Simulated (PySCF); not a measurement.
# Polarisability and C₆ of Sb⁺ (antimony, charge +1)

[Kr] 4d10 5s1 5p3, high-spin 5S determinant (an excited configuration). All numbers are calculated (PySCF 2.14, a scalar-relativistic core potential, in aug-cc-pVTZ-PP with ECP28MDF). Coupled (time-dependent) response in atomic units; α is the mean over directions.

```json
{"method": "UHF", "mean α (bohr³)": "23.56", "C₆ (like pair)": "183.4", "S(−4)": "138.7"}
{"method": "PBE", "mean α (bohr³)": "24.65", "C₆ (like pair)": "194.3", "S(−4)": "159.7"}
{"method": "PBE0", "mean α (bohr³)": "24.06", "C₆ (like pair)": "188.2", "S(−4)": "149.0"}
{"method": "wB97M-V", "mean α (bohr³)": "23.35", "C₆ (like pair)": "178.0", "S(−4)": "145.4"}
{"method": "M06-L", "mean α (bohr³)": "26.02", "C₆ (like pair)": "215.0", "S(−4)": "166.5"}
```

S(−4) is the Cauchy moment in α(ω) = α(0) + S(−4) ω² + …

α(iu) at M06-L:

```json
{"u (hartree)": "0", "α(iu) (bohr³)": "26.02"}
{"u (hartree)": "0.0500", "α(iu) (bohr³)": "25.61"}
{"u (hartree)": "0.100", "α(iu) (bohr³)": "24.46"}
{"u (hartree)": "0.200", "α(iu) (bohr³)": "20.82"}
{"u (hartree)": "0.300", "α(iu) (bohr³)": "16.82"}
{"u (hartree)": "0.500", "α(iu) (bohr³)": "10.73"}
{"u (hartree)": "0.750", "α(iu) (bohr³)": "6.593"}
{"u (hartree)": "1.00", "α(iu) (bohr³)": "4.468"}
{"u (hartree)": "1.50", "α(iu) (bohr³)": "2.504"}
{"u (hartree)": "2.00", "α(iu) (bohr³)": "1.634"}
{"u (hartree)": "3.00", "α(iu) (bohr³)": "0.8666"}
{"u (hartree)": "5.00", "α(iu) (bohr³)": "0.3629"}
```

A single London oscillator, α(iu) = α/(1 + u²/ω²), gives C₆ = (3/4) ω α². Matching the computed C₆ needs ω = 4 × 215.0 / (3 × 26.02²) = 0.423 hartree.

For an ion, C₆ is the dispersion term alone; charge-induced terms of lower order in 1/R come first.

Energies and moments cover only the electrons outside the core potential.
